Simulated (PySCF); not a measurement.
sulfuric acid (H2O4S), singlet, geometry from GFN2-xTB, atoms displaced at random by about 0.02 Å a coordinate; HF/STO-3G (PySCF).

Input for PySCF:
```python
from pyscf import gto, scf
from pyscf.geomopt import geometric_solver

mol = gto.Mole()
mol.atom = '''
    O    -0.550704    1.372945    0.314506
    S    -0.074136   -0.149825   -0.019833
    O    -0.613385   -0.468415   -1.286803
    O    -0.287801   -0.890655    1.127288
    O     1.455940    0.134308   -0.173760
    H    -0.785463    1.751250   -0.485206
    H     1.904377   -0.066242    0.645248
'''
mol.basis = 'sto-3g'
mol.charge = 0
mol.spin = 0
mol.verbose = 3
mol.build()

def method(m):
    mf = scf.RHF(m)
    return mf

conv, mol_eq = geometric_solver.kernel(method(mol), maxsteps=100, coordsys='prim')
print('optimisation converged:', conv)
print(mol_eq.tostring(format='xyz'))
mf = method(mol_eq)
mf.kernel()
```

It wrote (shortened):

```
Custom engine selected.
Bonds will be generated from interatomic distances less than 1.20 times sum of covalent radii
20 internal coordinates being used (instead of 21 Cartesians)
Internal coordinate system (atoms numbered from 1):
Distance 1-2
Distance 1-6
Distance 2-3
Distance 2-4
Distance 2-5
Distance 5-7
Angle 2-1-6
Angle 1-2-3
Angle 1-2-4
Angle 1-2-5
Angle 3-2-4
Angle 3-2-5
Angle 4-2-5
Angle 2-5-7
Dihedral 6-1-2-3
Dihedral 6-1-2-4
Dihedral 6-1-2-5
Dihedral 1-2-5-7
Dihedral 3-2-5-7
Dihedral 4-2-5-7
<class 'geometric.internal.Distance'> : 6
<class 'geometric.internal.Angle'> : 8
<class 'geometric.internal.Dihedral'> : 6
> ===== Optimization Info: ====
> Job type: Energy minimization
> Maximum number of optimization cycles: 100
> Initial / maximum trust radius (Angstrom): 0.100 / 0.300
> Convergence Criteria:
> Will converge when all 5 criteria are reached:
>  |Delta-E| < 1.00e-06
>  RMS-Grad  < 3.00e-04
>  Max-Grad  < 4.50e-04
>  RMS-Disp  < 1.20e-03
>  Max-Disp  < 1.80e-03
> === End Optimization Info ===

Geometry optimization cycle 1
Cartesian coordinates (Angstrom)
 Atom        New coordinates             dX        dY        dZ
   O  -0.550704   1.372945   0.314506    0.000000  0.000000  0.000000
   S  -0.074136  -0.149825  -0.019833    0.000000  0.000000  0.000000
   O  -0.613385  -0.468415  -1.286803    0.000000  0.000000  0.000000
   O  -0.287801  -0.890655   1.127288    0.000000  0.000000  0.000000
   O   1.455940   0.134308  -0.173760    0.000000  0.000000  0.000000
   H  -0.785463   1.751250  -0.485206    0.000000  0.000000  0.000000
   H   1.904377  -0.066242   0.645248    0.000000  0.000000  0.000000

WARN: Mole.unit (angstrom) is changed to Bohr

converged SCF energy = -689.21310114807
--------------- RHF_Scanner gradients ---------------
         x                y                z
0 O    -0.0138742412    -0.0121479648    -0.1078437704
1 S    -0.0159725848    -0.1265703744     0.0294235931
2 O     0.0828610004     0.0510989780     0.2094688160
3 O     0.0399472383     0.1565859085    -0.2422149914
4 O    -0.1060164516    -0.0315659543     0.0505346844
5 H     0.0297532711    -0.0466358545     0.0966250566
6 H    -0.0166982321     0.0092352616    -0.0359933885
----------------------------------------------
cycle 1: E = -689.213101148  dE = -689.213  norm(grad) = 0.442825
Step    0 : Gradient = 1.674e-01/2.912e-01 (rms/max) Energy = -689.2131011481
[...]
Geometry optimization cycle 2
Cartesian coordinates (Angstrom)
 Atom        New coordinates             dX        dY        dZ
   O  -0.566398   1.457062   0.336848   -0.015694  0.084117  0.022342
   S  -0.145327  -0.159832   0.003536   -0.071191 -0.010007  0.023369
   O  -0.604231  -0.517397  -1.407013    0.009154 -0.048982 -0.120210
   O  -0.241527  -1.002417   1.245419    0.046274 -0.111762  0.118131
   O   1.495855   0.125803  -0.189197    0.039915 -0.008505 -0.015437
   H  -0.838090   1.874505  -0.535183   -0.052627  0.123255 -0.049977
   H   1.948546  -0.094358   0.667029    0.044169 -0.028116  0.021781
converged SCF energy = -689.318482056934
--------------- RHF_Scanner gradients ---------------
         x                y                z
0 O     0.0080119953    -0.0154161810    -0.0021460761
1 S    -0.0333099058    -0.0743209621     0.0143016549
2 O     0.0366554592     0.0210025173     0.0885612730
3 O     0.0142061653     0.0629596068    -0.1008659002
4 O    -0.0302344433    -0.0100126371     0.0092985702
5 H    -0.0046015167     0.0132538788    -0.0061006290
6 H     0.0092722460     0.0025337773    -0.0030488928
----------------------------------------------
cycle 2: E = -689.318482057  dE = -0.105381  norm(grad) = 0.180411
Step    1 : Displace = 1.100e-01/1.691e-01 (rms/max) Trust = 1.000e-01 (=) Grad = 6.819e-02/1.197e-01 (rms/max) E (change) = -689.3184820569 (-1.054e-01) Quality = 1.281
Along Dihedral 6-1-2-3 0.480
Failed inverse iteration - checking coordinate system
Refreshing coordinate system and resetting rotations
Updating Hessian using 1 steps from history
[...]
Geometry optimization cycle 3
Cartesian coordinates (Angstrom)
 Atom        New coordinates             dX        dY        dZ
   O  -0.565308   1.464449   0.346482    0.001090  0.007387  0.009634
   S  -0.130147  -0.153303  -0.003008    0.015180  0.006529 -0.006544
   O  -0.641445  -0.504744  -1.454380   -0.037213  0.012653 -0.047367
   O  -0.253250  -1.015625   1.292227   -0.011723 -0.013208  0.046808
   O   1.531907   0.142546  -0.197535    0.036052  0.016743 -0.008338
   H  -0.834152   1.843658  -0.539736    0.003938 -0.030847 -0.004553
   H   1.941223  -0.093614   0.677389   -0.007323  0.000744  0.010360
converged SCF energy = -689.339215187616
--------------- RHF_Scanner gradients ---------------
         x                y                z
0 O     0.0034242748    -0.0037063116     0.0018774916
1 S    -0.0264808705    -0.0472581126     0.0075309303
2 O     0.0234368511     0.0106406744     0.0544389033
3 O     0.0069793494     0.0367967196    -0.0609636940
4 O    -0.0095374928    -0.0039041457     0.0030382691
5 H    -0.0018874669     0.0056244032    -0.0036807736
6 H     0.0040653548     0.0018067727    -0.0022411266
----------------------------------------------
cycle 3: E = -689.339215188  dE = -0.0207331  norm(grad) = 0.109337
Step    2 : Displace = 3.695e-02/6.155e-02 (rms/max) Trust = 1.414e-01 (+) Grad = 4.133e-02/7.155e-02 (rms/max) E (change) = -689.3392151876 (-2.073e-02) Quality = 1.156
Along Distance 2-4 0.601
[...]
Geometry optimization cycle 4
Cartesian coordinates (Angstrom)
 Atom        New coordinates             dX        dY        dZ
   O  -0.547860   1.469404   0.321810    0.017448  0.004954 -0.024672
   S  -0.130028  -0.155922  -0.018334    0.000119 -0.002618 -0.015326
   O  -0.723351  -0.436583  -1.553389   -0.081906  0.068161 -0.099009
   O  -0.157183  -1.039964   1.384013    0.096067 -0.024339  0.091786
   O   1.552658   0.160644  -0.171295    0.020751  0.018098  0.026240
[...]
converged SCF energy = -689.35490537101
Step    3 : Displace = 8.421e-02/1.455e-01 (rms/max) Trust = 2.000e-01 (+) Grad = 1.898e-02/3.514e-02 (rms/max) E (change) = -689.3549053710 (-1.569e-02) Quality = 1.531
converged SCF energy = -689.358601101913
Step    4 : Displace = 6.912e-02/8.357e-02 (rms/max) Trust = 2.828e-01 (+) Grad = 9.215e-03/1.536e-02 (rms/max) E (change) = -689.3586011019 (-3.696e-03) Quality = 1.770
converged SCF energy = -689.360200282343
Step    5 : Displace = 4.976e-02/8.445e-02 (rms/max) Trust = 3.000e-01 (+) Grad = 4.822e-03/7.819e-03 (rms/max) E (change) = -689.3602002823 (-1.599e-03) Quality = 2.880
converged SCF energy = -689.3604184058
Step    6 : Displace = 2.774e-02/4.854e-02 (rms/max) Trust = 3.000e-01 (=) Grad = 2.778e-03/4.083e-03 (rms/max) E (change) = -689.3604184058 (-2.181e-04) Quality = 1.065
converged SCF energy = -689.36051368399
Step    7 : Displace = 9.932e-03/1.415e-02 (rms/max) Trust = 3.000e-01 (=) Grad = 9.879e-04/1.607e-03 (rms/max) E (change) = -689.3605136840 (-9.528e-05) Quality = 1.374
converged SCF energy = -689.360535088776
Step    8 : Displace = 5.462e-03/6.934e-03 (rms/max) Trust = 3.000e-01 (=) Grad = 4.794e-04/6.505e-04 (rms/max) E (change) = -689.3605350888 (-2.140e-05) Quality = -11.834
[...]
   O   1.570475   0.127192  -0.153860   -0.000844 -0.003280 -0.000732
   H  -0.932658   1.730690  -0.591029   -0.000077 -0.001289 -0.000899
   H   1.899487  -0.209222   0.725428   -0.000676  0.001323  0.000730
converged SCF energy = -689.360542167207
--------------- RHF_Scanner gradients ---------------
         x                y                z
0 O     0.0001015726     0.0000764028     0.0001377483
1 S     0.0004161441     0.0000284025    -0.0001160640
2 O    -0.0001033607    -0.0001226067     0.0000082101
3 O    -0.0000948533     0.0000023711    -0.0000422482
4 O    -0.0003108049     0.0001628077     0.0001583830
5 H    -0.0000797078    -0.0000004274    -0.0001028364
6 H     0.0000710100    -0.0001469499    -0.0000431928
----------------------------------------------
cycle 10: E = -689.360542167  dE = -7.07843e-06  norm(grad) = 0.000672886
Step    9 : Displace = 2.961e-03/5.111e-03 (rms/max) Trust = 2.731e-03 (-) Grad = 2.543e-04/4.330e-04 (rms/max) E (change) = -689.3605421672 (-7.078e-06) Quality = 1.252
Along Dihedral 3-2-5-7 -0.617
[...]
Geometry optimization cycle 11
Cartesian coordinates (Angstrom)
 Atom        New coordinates             dX        dY        dZ
   O  -0.574932   1.447750   0.296465   -0.000528 -0.001578  0.000222
   S  -0.097485  -0.146315  -0.019532   -0.001797 -0.001906  0.000629
   O  -0.714787  -0.278954  -1.676720    0.002154  0.005124 -0.001422
   O  -0.097770  -0.984908   1.542609    0.003672  0.001228  0.002492
   O   1.568680   0.122908  -0.156179   -0.001794 -0.004284 -0.002319
   H  -0.931226   1.728954  -0.591518    0.001432 -0.001736 -0.000489
   H   1.896347  -0.206069   0.726316   -0.003139  0.003153  0.000888
converged SCF energy = -689.360545532143
--------------- RHF_Scanner gradients ---------------
         x                y                z
0 O     0.0000313159     0.0000868900    -0.0000520374
1 S     0.0002763040    -0.0000985438     0.0001979970
2 O     0.0001026076     0.0000241176     0.0000931653
3 O    -0.0000025412     0.0000825432    -0.0001675760
4 O    -0.0001911293     0.0000510337    -0.0000053370
5 H    -0.0000225070    -0.0000781914     0.0000334349
6 H    -0.0001940501    -0.0000678494    -0.0000996469
----------------------------------------------
cycle 11: E = -689.360545532  dE = -3.36494e-06  norm(grad) = 0.000538774
Step   10 : Displace = 4.089e-03/5.737e-03 (rms/max) Trust = 3.862e-03 (+) Grad = 2.036e-04/3.539e-04 (rms/max) E (change) = -689.3605455321 (-3.365e-06) Quality = 1.202
Along Dihedral 3-2-5-7 -0.520
[...]
Geometry optimization cycle 12
Cartesian coordinates (Angstrom)
 Atom        New coordinates             dX        dY        dZ
   O  -0.575184   1.446500   0.296616   -0.000252 -0.001250  0.000151
   S  -0.097800  -0.147362  -0.020194   -0.000315 -0.001047 -0.000661
   O  -0.716036  -0.277989  -1.677507   -0.001250  0.000965 -0.000787
   O  -0.097717  -0.984656   1.543062    0.000053  0.000252  0.000454
   O   1.568741   0.121523  -0.156410    0.000060 -0.001385 -0.000231
   H  -0.930151   1.729271  -0.591429    0.001075  0.000317  0.000089
   H   1.896975  -0.203920   0.727301    0.000628  0.002149  0.000985
converged SCF energy = -689.360546503547
--------------- RHF_Scanner gradients ---------------
         x                y                z
0 O    -0.0000023701     0.0000015789    -0.0000837500
1 S    -0.0000071232    -0.0001289961    -0.0000043046
2 O     0.0000443075     0.0000540036     0.0001075809
3 O     0.0000437869     0.0001066012    -0.0001335121
4 O    -0.0001151311    -0.0000286618     0.0001108120
5 H    -0.0000456721     0.0000270689     0.0000248365
6 H     0.0000822021    -0.0000315945    -0.0000216628
----------------------------------------------
cycle 12: E = -689.360546504  dE = -9.71404e-07  norm(grad) = 0.000330617
Step   11 : Displace = 1.507e-03/2.446e-03 (rms/max) Trust = 5.462e-03 (+) Grad = 1.250e-04/1.764e-04 (rms/max) E (change) = -689.3605465035 (-9.714e-07) Quality = 1.361
Along Dihedral 3-2-5-7 -0.606
[...]
Geometry optimization cycle 13
Cartesian coordinates (Angstrom)
 Atom        New coordinates             dX        dY        dZ
   O  -0.575083   1.446097   0.297072    0.000101 -0.000403  0.000456
   S  -0.098019  -0.147693  -0.020268   -0.000219 -0.000331 -0.000074
   O  -0.716514  -0.278542  -1.677866   -0.000478 -0.000553 -0.000360
   O  -0.098230  -0.985338   1.543284   -0.000513 -0.000681  0.000222
   O   1.568638   0.121261  -0.157031   -0.000102 -0.000262 -0.000621
   H  -0.928762   1.729733  -0.591213    0.001388  0.000462  0.000216
   H   1.896798  -0.202151   0.727462   -0.000177  0.001769  0.000161
converged SCF energy = -689.360547008597
--------------- RHF_Scanner gradients ---------------
         x                y                z
0 O     0.0000114070    -0.0000146065    -0.0000315699
1 S    -0.0000927649    -0.0000529779     0.0000194421
2 O     0.0000134208     0.0000233638     0.0000276001
3 O     0.0000195140     0.0000480851    -0.0000557560
4 O     0.0000362743     0.0000050520     0.0000357948
5 H    -0.0000281464     0.0000100117     0.0000044946
6 H     0.0000402952    -0.0000189281    -0.0000000058
----------------------------------------------
cycle 13: E = -689.360547009  dE = -5.0505e-07  norm(grad) = 0.000161049
Step   12 : Displace = 1.057e-03/1.785e-03 (rms/max) Trust = 7.724e-03 (+) Grad = 6.087e-05/1.086e-04 (rms/max) E (change) = -689.3605470086 (-5.051e-07) Quality = 1.667
Along Dihedral 1-2-5-7 -0.505
[...]
Converged! =D

optimisation converged: True
7
XYZ from PySCF
O          -0.57508315        1.44609688        0.29707222
S          -0.09801930       -0.14769341       -0.02026764
O          -0.71651415       -0.27854236       -1.67786628
O          -0.09822992       -0.98533762        1.54328416
O           1.56863832        0.12126124       -0.15703147
H          -0.92876228        1.72973270       -0.59121305
H           1.89679848       -0.20215143        0.72746207
converged SCF energy = -689.360547008592
```
